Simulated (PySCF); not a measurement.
TaC⁻: frontier orbitals

BHandHLYP at R = 1.806 Å; PySCF, scalar-relativistic core potentials, basis sets Ta def2-TZVPPD with ECP60, C def2-TZVPPD. State: ³Δ (triplet), unpaired electrons σ ↑, δ ↑. Only the outer orbitals are listed, counted within each symmetry, core potentials removing the inner ones.

```
spin  orbital  occ.  ε (eV)  on Ta (%)            main shells (%)
   α       4σ     1  -10.93         25            74 C s, 12 Ta d
   α       5σ     1   -2.91         30    53 C p, 29 Ta d, 16 C s
   α       2π     1   -1.91         51            48 C p, 47 Ta d
   α       2π     1   -1.91         51            48 C p, 47 Ta d
   α       6σ     1   -1.15        114          101 Ta s, 12 Ta d
   α       1δ     1   -1.04        100                   100 Ta d
   α       3π     0    3.48         90           77 Ta p, 13 Ta d
   α       3π     0    3.48         90           77 Ta p, 13 Ta d
   β       1π     1  -36.09        100                   100 Ta p
   β       1π     1  -36.09        100                   100 Ta p
   β       4σ     1   -9.59         24    75 C s, 10 Ta d, 9 Ta s
   β       2π     1   -1.59         48            52 C p, 43 Ta d
   β       2π     1   -1.59         48            52 C p, 43 Ta d
   β       5σ     1   -0.48        100           88 Ta s, 14 Ta p
   β       6σ     0    3.36         94  40 Ta d, 32 Ta p, 22 Ta s
   β       3π     0    3.60         89           76 Ta p, 14 Ta d
   β       3π     0    3.60         89           76 Ta p, 14 Ta d
```

**Question.** Which are the highest filled and the lowest empty level, where do they sit, and how wide is the gap?

**Answer.** Highest filled β 5σ at -0.48 eV (in %: 88 Ta s, 14 Ta p); lowest empty β 6σ at 3.36 eV (in %: 40 Ta d, 32 Ta p, 22 Ta s); the gap at BHandHLYP is 3.84 eV. An empty level above zero is unbound, and its energy depends on the basis.

The bond order (Mayer) is 2.42. The ⟨S²⟩ is 2.109. The charge on Ta (Mulliken, basis-dependent) is -0.82. The charge on Ta (Löwdin, basis-dependent) is -0.35 and the dipole moment (positive dipole points towards C; it is taken about the centre of mass and depends on that origin) is -2.66 D.

Shares are Mulliken populations and can fall outside 0 to 100 %.

Spin–orbit coupling is left out. With d or f electrons several states lie close, and the lowest PBE0 determinant need not be the measured ground state.
